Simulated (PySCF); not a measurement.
Species: C3H8N2OSi.
SMILES: `CCO[Si@H](N)C#N`

Torsions of this conformer, `[CH3:1][CH2:2][O:3][Si@H:4]([NH2:5])[C:6]#[N:7]`: C1–C2–O3–Si4 -176°, C2–O3–Si4–N5 -57°, H–N5–Si4–O3 -39°, H–N5–Si4–O3 180°.

The closed-shell ground state was solved at several levels (PySCF, density fitting, gas phase, non-relativistic). Isolated species at its GFN2-xTB geometry (one conformer only).

| level | basis functions | total energy (Eh) | HOMO (eV) | LUMO (eV) | gap (eV) | dipole (D) |
| --- | --- | --- | --- | --- | --- | --- |
| PBE0/def2-SVPD | 211 | -592.6405 | -8.32 | -0.33 | 7.99 | 4.66 |
| B3LYP/def2-SVPD | 211 | -593.1391 | -8.06 | -0.57 | 7.49 | 4.66 |

Problem. What might PBE0/pcSseg-1 (166 basis functions) give for the same quantities?

Solution. Total energy -592.8952 Eh, HOMO -8.23 eV, LUMO -0.16 eV, gap 8.07 eV, dipole 4.71 D.

Problem. Over all these levels, which gives the widest orbital gap and which the narrowest?

Solution. PBE0/pcSseg-1 (global hybrid, 25 % exact exchange) has the widest, 8.07 eV, and B3LYP/def2-SVPD (global hybrid, 20 % exact exchange) the narrowest, 7.49 eV. Functional and basis both differ between the two, so the spread mixes both effects.

Problem. How far do the dipole and the HOMO energy spread over the levels?

Solution. The dipole runs from 4.66 to 4.71 D (mean 4.68 D) and the HOMO from -8.32 to -8.06 eV.
